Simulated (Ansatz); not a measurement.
```yaml
crystal:
  periodic: [false, false, false]
  atoms:
    - {symbol: F, position_ang: [2.331280, 0.914686, 1.299882]}
    - {symbol: C, position_ang: [1.065628, 0.824387, 0.820704]}
    - {symbol: F, position_ang: [0.260163, 0.485993, 1.863519]}
    - {symbol: C, position_ang: [1.018703, -0.221667, -0.250218]}
    - {symbol: C, position_ang: [-0.085988, -0.749780, -0.753416]}
    - {symbol: C, position_ang: [-1.480484, -0.386039, -0.345322]}
    - {symbol: F, position_ang: [-1.644146, 0.964499, -0.333113]}
    - {symbol: F, position_ang: [-2.355362, -0.891372, -1.250218]}
    - {symbol: H, position_ang: [0.761990, 1.817748, 0.477517]}
    - {symbol: H, position_ang: [1.988440, -0.537672, -0.618467]}
    - {symbol: H, position_ang: [-0.022311, -1.514205, -1.519877]}
    - {symbol: H, position_ang: [-1.760913, -0.761777, 0.643007]}
basis:
  gaussian: {orbitals: 6-31G}
hamiltonian: {xc: {name: HF}}
correlation: {method: mp2, frozen_orbitals: {F: 0}}
output: {forces: true}
```

```sh
$ ansatz run in.yaml --threads 4 --pin off --events-out ev --progress --plain --max-ram 11315MiB
```

Shortened log:

```
Functional definition: HF
Error: "frozen_orbitals" has no count for C
```

(1) What is wrong with this run?

## Answers

(1) Frozen orbitals are typed for one element alone, and the program wants a count for each. The program refused the input.
